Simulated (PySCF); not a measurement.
# `C(=C)(Cl)/C(Cl)=C/C(F)(F)F`, C$_{5}$H$_{3}$Cl$_{2}$F$_{3}$

Molfile (atoms numbered from 1):
```
C5H3Cl2F3
     RDKit          3D

 13 12  0  0  0  0  0  0  0  0999 V2000
   -2.5892   -0.1991    0.7759 C   0  0  0  0  0  0  0  0  0  0  0  0
   -1.5888    0.0233   -0.0830 C   0  0  0  0  0  0  0  0  0  0  0  0
   -1.9569    0.4715   -1.7213 Cl  0  0  0  0  0  0  0  0  0  0  0  0
   -0.1550   -0.0773    0.2417 C   0  0  0  0  0  0  0  0  0  0  0  0
    0.2029   -0.5553    1.8649 Cl  0  0  0  0  0  0  0  0  0  0  0  0
    0.8318    0.1765   -0.6296 C   0  0  0  0  0  0  0  0  0  0  0  0
    2.2979    0.0862   -0.3326 C   0  0  0  0  0  0  0  0  0  0  0  0
    2.6738    0.9288    0.6321 F   0  0  0  0  0  0  0  0  0  0  0  0
    2.6659   -1.1398    0.0439 F   0  0  0  0  0  0  0  0  0  0  0  0
    2.9951    0.3955   -1.4287 F   0  0  0  0  0  0  0  0  0  0  0  0
   -2.3730   -0.4810    1.8064 H   0  0  0  0  0  0  0  0  0  0  0  0
   -3.6272   -0.1018    0.4567 H   0  0  0  0  0  0  0  0  0  0  0  0
    0.5712    0.4794   -1.6440 H   0  0  0  0  0  0  0  0  0  0  0  0
  1  2  2  0
  2  3  1  0
  2  4  1  0
  4  5  1  0
  4  6  2  0
  6  7  1  0
  7  8  1  0
  7  9  1  0
  7 10  1  0
  1 11  1  0
  1 12  1  0
  6 13  1  0
M  END
```

Computed, not measured: quadratic response CAM-B3LYP/aug-cc-pVDZ first hyperpolarisability, Taylor convention, gas phase in PySCF 2.14.0. Geometry: PBE0-D3(BJ)/def2-SVP.

(1) Give the tensor of the static β(0;0,0) in the axes of these coordinates.

Results:

(1) In au, Taylor convention; rows are the first index (the induced dipole):
```csv
,xx,yy,zz,xy,xz,yz
x,+34.9,+36.9,+44.0,+6.3,-22.0,-2.1
y,+6.3,+3.3,+1.3,+36.9,-2.1,-4.5
z,-22.0,-4.5,-17.7,-2.1,+44.0,+1.3
```
Norm of βᵢ = ⅓ Σⱼ (βᵢⱼⱼ + βⱼᵢⱼ + βⱼⱼᵢ): 124.4 au, hyper-Rayleigh value 49.2 au.
